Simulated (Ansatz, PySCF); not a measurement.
Zr(Cl)3(OH) (Cl3HOZr), SMILES [Cl][Zr]([OH])([Cl])[Cl], multiplicity 1. Atoms are numbered in the order given.

```xyz
6

Zr    -0.1722     0.0992     0.0029
Cl     1.5233     1.5083    -0.7872
Cl     0.3144    -0.5881     2.1882
Cl    -0.3748    -1.7686    -1.3952
O     -1.7978     1.0403     0.0058
H     -2.6274     1.5203     0.0087
```
Charge 0, spin multiplicity 1.

The structure is a stationary point at PBE0-D3(BJ)/def2-SVP. The spin state was assumed, not searched. The isomer is the one that the SMILES or the coordinates give; other isomers of the formula were not compared. The def2 effective core potentials stand for the cores of Zr; spin–orbit coupling is left out. The values are those of a single conformer.

Two levels are set side by side: PBE-D3(BJ)/def2-SVP (Ansatz, a program for electronic structure) and PBE0-D3(BJ)/def2-SVP (Ansatz). Each level has its own optimised geometry; the coordinates shown are those of the second. Frequencies come from the Hessian of PySCF at each geometry. Differences are taken from unrounded values.

```tsv
quantity	PBE0-D3(BJ)	PBE-D3(BJ)	PBE-D3(BJ) minus PBE0-D3(BJ)
mean bond length (Å)	1.973	1.984	0.012
bond Zr1–Cl2 (Å)	2.342	2.353	0.011
bond Zr1–Cl3 (Å)	2.342	2.353	0.011
bond Zr1–Cl4 (Å)	2.342	2.353	0.011
bond Zr1–O5 (Å)	1.878	1.893	0.015
bond O5–H6 (Å)	0.958	0.968	0.010
highest harmonic wavenumber (cm⁻¹)	3996	3849	-147
mean harmonic wavenumber (cm⁻¹)	604	578	-26
zero-point energy (kcal/mol)	10.36	9.92	-0.44
```

GGA bonds tend to be longer and softer than those of functionals with exact exchange. Differences between two approximate levels are no errors against the true value.
